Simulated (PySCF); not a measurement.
Molfile (atoms numbered from 1):
```
H13NOSi6
     RDKit          3D

 21 21  0  0  0  0  0  0  0  0999 V2000
   -3.2522    0.4869   -0.0536 N   0  0  0  0  0  0  0  0  0  0  0  0
   -1.6201    0.6881    0.5051 Si  0  0  2  0  0  4  0  0  0  0  0  0
   -0.4367    1.6906   -1.2312 Si  0  0  0  0  0  4  0  0  0  0  0  0
    1.8605    1.5668   -0.8969 Si  0  0  0  0  0  4  0  0  0  0  0  0
    2.6702   -0.5400   -0.3224 Si  0  0  0  0  0  4  0  0  0  0  0  0
    1.4577   -1.5325    1.3989 Si  0  0  0  0  0  4  0  0  0  0  0  0
   -0.8241   -1.4298    1.0343 Si  0  0  2  0  0  4  0  0  0  0  0  0
   -0.8852   -2.3368   -0.3364 O   0  0  0  0  0  0  0  0  0  0  0  0
   -3.9121   -0.0070    0.5278 H   0  0  0  0  0  0  0  0  0  0  0  0
   -3.7185    1.2708   -0.4831 H   0  0  0  0  0  0  0  0  0  0  0  0
   -1.5584    1.5551    1.7110 H   0  0  0  0  0  0  0  0  0  0  0  0
   -0.8848    3.0697   -1.5000 H   0  0  0  0  0  0  0  0  0  0  0  0
   -0.7601    1.0187   -2.5034 H   0  0  0  0  0  0  0  0  0  0  0  0
    2.5875    2.1333   -2.0432 H   0  0  0  0  0  0  0  0  0  0  0  0
    2.2077    2.5024    0.1887 H   0  0  0  0  0  0  0  0  0  0  0  0
    2.6281   -1.3937   -1.5218 H   0  0  0  0  0  0  0  0  0  0  0  0
    4.1113   -0.4778   -0.0244 H   0  0  0  0  0  0  0  0  0  0  0  0
    1.9381   -2.8877    1.7077 H   0  0  0  0  0  0  0  0  0  0  0  0
    1.7456   -0.7936    2.6447 H   0  0  0  0  0  0  0  0  0  0  0  0
   -1.6710   -2.1277    2.0298 H   0  0  0  0  0  0  0  0  0  0  0  0
   -1.6924   -2.4387   -0.8321 H   0  0  0  0  0  0  0  0  0  0  0  0
  1  2  1  0
  2  3  1  0
  3  4  1  0
  4  5  1  0
  5  6  1  0
  6  7  1  0
  7  8  1  0
  7  2  1  0
  1  9  1  0
  1 10  1  0
  2 11  1  1
  3 12  1  0
  3 13  1  0
  4 14  1  0
  4 15  1  0
  5 16  1  0
  5 17  1  0
  6 18  1  0
  6 19  1  0
  7 20  1  1
  8 21  1  0
M  END
```

PySCF 2.14 calculation with coordinates at the GFN2-xTB level and shieldings: GIAO PBE0/pcSseg-1; single conformer, rapidly exchanging positions averaged, non-relativistic, in vacuum.

Scale: ¹H (σref 31.72) and ²⁹Si (σref 349.16) against TMS; ¹⁵N (σref 267.73) against NH3; ¹⁷O (σref 336.08) vs H2O (reference shieldings calculated alike).

| atoms | nucleus | count | Hirshfeld charge | δ (ppm) |
| --- | --- | --- | --- | --- |
| H13 | ¹H | 1 | -0.08 | 3.70 |
| H15 | ¹H | 1 | -0.08 | 3.44 |
| Si7 | ²⁹Si | 1 | 0.24 | -5.8 |
| Si3 | ²⁹Si | 1 | 0.14 | -119.4 |
| H9/H10 | ¹H | 2 | 0.11 | ? |
| Si5 | ²⁹Si | 1 | 0.15 | -122.3 |
| H19 | ¹H | 1 | -0.09 | 3.17 |
| H16 | ¹H | 1 | -0.07 | ? |
| H20 | ¹H | 1 | -0.08 | ? |
| H14 | ¹H | 1 | -0.07 | 3.68 |
| H11 | ¹H | 1 | -0.10 | 5.21 |
| H17 | ¹H | 1 | -0.07 | 3.75 |
| H12 | ¹H | 1 | -0.07 | 3.78 |
| O8 | ¹⁷O | 1 | -0.31 | -2.5 |
| Si2 | ²⁹Si | 1 | 0.20 | -50.8 |
| Si6 | ²⁹Si | 1 | 0.14 | -124.6 |
| H21 | ¹H | 1 | 0.17 | ? |
| N1 | ¹⁵N | 1 | -0.32 | -3.6 |
| H18 | ¹H | 1 | -0.07 | ? |
| Si4 | ²⁹Si | 1 | 0.14 | ? |

Q: Fill in the missing shifts.

A: 
- H20: 6.38 ppm, hydrogen on a silicon bonded to O, 2 Si, in a 6-membered ring
- H18: 3.77 ppm, hydrogen on a silicon bonded to 2 Si, in a 6-membered ring
- H16: 3.77 ppm, hydrogen on a silicon bonded to 2 Si, in a 6-membered ring
- H21: 0.63 ppm, hydrogen on an oxygen bonded to Si; labile proton, position sensitive to the medium
- H9/H10: -0.17 ppm, hydrogen on a nitrogen bonded to Si; exchangeable; this is the value without hydrogen bonding to other molecules
- Si4: -127.6 ppm, silicon bonded to 2 Si, 2 H, in a 6-membered ring

OH and NH positions are those of a molecule without intermolecular hydrogen bonds; in solution they move with solvent, concentration and temperature, and exchange usually removes their couplings. Experimental scales use liquid or dissolved standards, which lie at an offset from isolated NH3 (liquid NH3: subtract about 20 ppm) and H2O (liquid H2O: subtract about 36 ppm).
